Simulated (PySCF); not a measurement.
# One molecule, several mistakes: B2GeH6Si

All numbers below are calculated, not measured. They come from PySCF 2.14.0, an open-source quantum chemistry program, on an isolated molecule that a program drew, which may never have been made. The molecule is B2GeH6Si (charge 0, singlet), drawn as the SMILES string `BB[SiH2][GeH]`.

Each row is a Hartree-Fock (HF) and frozen-core CCSD(T) single point in the cc-pV(D+d)Z basis, meant for a local HF minimum. Run 1 is clean. Each other run has one planted mistake out of seven kinds, and not every kind appears here: one electron removed, one electron added, multiplicity raised by two, geometry at a saddle point, minimal basis STO-3G, one bond length entered in bohr, all coordinates scaled. The reference is restricted for singlets and unrestricted otherwise, and also for a bond in bohr. Adding or removing an electron swaps singlet and doublet. Electrons count all cores. HOMO and LUMO are orbital energies over both spins, the gradient is its largest component, and the lowest frequency (negative if imaginary) is given only where the gradient is small. Bond lengths are over the 9 bonds as drawn. T1 is the CCSD diagnostic: over 0.02 (restricted) or 0.045 (unrestricted) a single reference is doubtful. Germanium has the cc-pVDZ-PP basis, with a core potential (ECP10MDF) in place of its 10 inner electrons, and its 3s, 3p and 3d shells are frozen in CCSD(T).

Geometry of the clean run:
```xyz
10
B2GeH6Si, angstrom
B     0.4585   -3.2731    1.3486
B    -0.3154   -2.1788    2.3466
Si    0.0349   -0.1740    2.2769
Ge   -1.8569    0.9587    1.1148
H     1.4601   -3.8350    1.7100
H     0.0647   -3.5187    0.2384
H    -1.1585   -2.5455    3.1258
H     1.2507    0.1803    1.4884
H     0.2138    0.3912    3.6406
H    -1.7984   -0.0636   -0.0960
```

| run | electrons | basis functions | <S^2> | HOMO (eV) | LUMO (eV) | gradient (hartree/bohr) | lowest frequency (cm^-1) | mean bond (Å) | longest bond (Å) | T1 | HF (hartree) | CCSD(T) (hartree) | mistake |
|---|---|---|---|---|---|---|---|---|---|---|---|---|---|
| 1 | 62 | 104 | 0.000 | -8.37 | -0.09 | 9.5e-06 | 53 | 1.5974 | 2.492 | 0.0184 | -635.08896 | -635.50933 | no fault |
| 2 | 62 | 104 | 0.000 | -8.32 | -0.03 | 7.2e-02 | - | 1.4393 | 2.246 | 0.0198 | -634.99958 | -635.41900 | all coordinates scaled |
| 3 | 62 | 104 | 2.024 | -7.80 | -0.55 | 2.6e-02 | - | 1.5974 | 2.492 | 0.0194 | -635.06834 | -635.47071 | ? |
| 4 | 61 | 104 | 0.788 | -15.23 | -6.51 | 3.1e-02 | - | 1.5974 | 2.492 | 0.0221 | -634.81705 | -635.20784 | ? |

**Which mistake was planted in run 3, and what did it cost?**

Electrons, basis and geometry are unchanged, and <S^2> is 2.024, beside S(S+1) = 2.00 for a multiplicity of 3. So the mistake is: multiplicity raised by two. Subtracting run 1 and multiplying by 627.51 kcal/mol a hartree, the energy moved by 12.9 kcal/mol in HF and 24.2 kcal/mol in CCSD(T).

**Which mistake was planted in run 4, and what did it cost?**

It counts 61 electrons, one fewer than the clean run, at the same geometry and basis. So the mistake is: one electron removed. Subtracting run 1 and multiplying by 627.51 kcal/mol a hartree, the energy moved by 170.6 kcal/mol in HF and 189.2 kcal/mol in CCSD(T).

